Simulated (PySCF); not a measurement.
## What the low excited states add to the polarisability

C4H7BF2.
Z-matrix (Å and degrees, PBE0-D3(BJ)/def2-SVP geometry), rows numbered from 1:
```
C 
C   1  1.3389
C   2  1.4991  1  122.46
C   2  1.5146  1  121.43  3   177.82
B   4  1.5638  2  107.24  1   -96.91
F   5  1.3234  4  121.63  2   -69.21
F   5  1.3198  4  122.30  2   108.16
H   1  1.0937  2  121.57  3  -179.90
H   1  1.0932  2  121.10  3     0.34
H   3  1.1019  2  110.97  1   122.48
H   3  1.1032  2  110.50  1  -119.62
H   3  1.0984  2  111.78  1     1.20
H   4  1.0989  2  110.94  1    23.14
H   4  1.1029  2  110.17  1   143.35
```

The calculation used TDDFT CAM-B3LYP/def2-SVPD, vertical, gas phase, core orbitals frozen in the response in PySCF.

Computed singlets:

```json
{"state": "S1", "E (eV)": "6.40", "f": "0.169"}
{"state": "S2", "E (eV)": "6.87", "f": "0.070"}
{"state": "S3", "E (eV)": "7.35", "f": "0.147"}
{"state": "S4", "E (eV)": "7.81", "f": "0.019"}
{"state": "S5", "E (eV)": "7.98", "f": "0.014"}
{"state": "S6", "E (eV)": "8.15", "f": "0.0035"}
{"state": "S7", "E (eV)": "8.46", "f": "0.039"}
{"state": "S8", "E (eV)": "8.62", "f": "0.0093"}
{"state": "S9", "E (eV)": "8.79", "f": "0.021"}
{"state": "S10", "E (eV)": "8.87", "f": "0.014"}
```

Question: How much of the mean static polarisability do these states give, one by one?

Answer: Each state adds f / ΔE² (ΔE in hartree, 27.2114 eV).

```tsv
state	f/ΔE² (au)	running sum (au)	running share of α (%)
S1	3.05	3.05	4.9
S2	1.10	4.14	6.6
S3	2.01	6.16	9.8
S4	0.23	6.39	10.2
S5	0.16	6.55	10.4
S6	0.04	6.59	10.5
S7	0.41	7.00	11.2
S8	0.09	7.09	11.3
S9	0.20	7.29	11.6
S10	0.13	7.42	11.8
```

The full response gives 62.72 au (9.29 Å³), so 55.3 au comes from the higher roots of the same equations.

Question: By how much does the contribution of these states grow at 632.8 nm?

Answer: With ω = 0.0720 hartree each state's term in the mean polarisability goes from f / ΔE² to f / (ΔE² − ω²); the sum over all 10 states goes from 7.42 to 8.06 au, a rise of 0.64 au.

The largest single term belongs to S1, which also has the largest f.

A one-level model with all 40 active electrons at a single energy would need ΔE = √(N/α) = 21.7 eV to give this α, against S1 at 6.40 eV.

Time: 69 s; peak memory 1.1 GiB. Hardware: an Arm Neoverse V1 with one thread, shared host.

One conformer stands for the species.
